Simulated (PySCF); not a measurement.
Computed shifts of a molecule CH₆ClNSi, PBE/pcSseg-1 (PySCF), GIAO, gas phase, atoms alike by connectivity averaged where their shifts nearly agree, in ppm (number of nuclei): ²⁹Si: -19.4 (1). ¹⁵N: 54.9 (1). ¹³C: 35.8 (1). ¹H: 5.58 (2), 3.12 (3), 1.22 (1). References: ²⁹Si against TMS (σ = 335.4 ppm); ³⁵Cl against HCl (σ = 936.5 ppm); ¹⁵N against NH3 (σ = 267.0 ppm); ¹³C against TMS (σ = 182.0 ppm); ¹H against TMS (σ = 31.49 ppm), references at their B3LYP-D3(BJ)/def2-TZVP geometries, non-relativistic (without spin–orbit terms, shifts of atoms bonded to Cl or Br come out too high). The structure is a stationary point at B3LYP-D3(BJ)/def2-SVP. One conformer was computed; it need not be the lowest.

Task: Which structure fits?
A. NC[SiH2]Cl
B. CN[SiH2]Cl
C. C[Si@H](N)Cl

Result: B, CN[SiH2]Cl
